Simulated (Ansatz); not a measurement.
`BCS[SiH2]F` + `FCS[SiH3]` → `F[SiH2]S[SiH3]` + `BCSCF`  (redistribution)

Calculated with Ansatz (gas phase, PBE0-D4/def2-TZVP geometries, no zero-point term in ΔE). CCSD(T)/CBS is the MP2 limit (def2-TZVPP, def2-QZVPP) plus CCSD(T) − MP2 in def2-TZVPP, frozen cores. This one scheme is used for every species. Functionals use def2-TZVPP. B3LYP here is the variant with VWN-RPA as its local correlation; programs differ in this. One conformer a species, not always the lowest.

Is it downhill or uphill in electronic energy at CCSD(T)/CBS, and by how much? (Estimate.)

Ansatz gave: Downhill: ΔE = -5.1 kcal/mol.

What do these levels give: B3LYP-D4, ωB97M-V, B2PLYP, CCSD/def2-TZVPP, MP2/def2-QZVPP, CCSD/CBS(def2)? (Estimate.)

The calculation gave: B3LYP-D4 -4.5, ωB97M-V -5.1, B2PLYP -4.7, CCSD/def2-TZVPP -4.9, MP2/def2-QZVPP -5.4, CCSD/CBS(def2) -5.1 kcal/mol.

Largest T1 diagnostic among the species: 0.012.
